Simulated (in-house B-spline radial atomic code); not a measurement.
# RPA and G0W0 on Hartree-Fock: Sn⁻

Configuration [Kr] 4d10 5s2 5p3, highest spin, mean-field start Hartree-Fock. Computed with an all-electron radial atomic-structure program (B-spline basis): all electrons, non-relativistic, point nucleus, each spin shell either full or empty, empty states to l = 9 with an (l + 1/2)⁻⁴ tail; G0W0 by contour deformation at full frequency.

The anion's configuration is assumed.

Without relativity these are model numbers: it shifts the levels of so heavy an element strongly and can reorder them.

Command:
```bash
python run_gw.py task.json out
```
Settings (radii: box in bohr, nucleus in fm):
```
Z                        50
electrons                51
configuration            [Kr] 4d10 5s2 5p3
hamiltonian              nr
method                   hf
lmax                     9
spin_polarised           True
box_radius               60
intervals                59
```

Time taken, with all properties: 5 s on 1 thread of AMD EPYC 7R43 64-Core Processor (shared host).

Energies (hartree):

```
                                     term        value
                         mean-field total  -6022.97417
Hartree-Fock functional on these orbitals  -6022.97417
                      direct second order      -3.9186
                    second-order exchange       1.0926
                         SOSEX correction       1.0268
```

(1) What is the RPA correlation energy, and what remains with SOSEX?

Quasi-particle levels (eV):

```json
{"level": "5p up", "occupied": "yes", "mean field": "-1.669", "Σx - vxc": "0.00", "Σc": "?", "QP weight": "?", "G0W0": "?"}
{"level": "5s down", "occupied": "yes", "mean field": "-4.912", "Σx - vxc": "0.00", "Σc": "-1.01", "QP weight": "0.863", "G0W0": "-5.922"}
```

G0W0 = mean field + (Σx - vxc) + Σc, with Σc (partial-wave tail included) taken at the quasi-particle energy. Only the outer levels were computed. Levels of low weight are left out.

(2) Where does G0W0 put 5p up?

Results:

(1) RPA gives -3.4999 hartree (-1.87 eV per electron); RPA + SOSEX gives -2.4731, and the second-order doubles (MP2) -2.826 hartree. RPA lacks exchange-type terms and so overcorrelates at short range.

(2) At -1.930 eV, with Σc = -0.26 eV and a quasi-particle weight of 0.912. The tabulated removal energy is 1.112 eV (electron affinity of the neutral atom); the calculation leaves out relativity, Breit and QED terms, and what these don't explain is the method's own error.
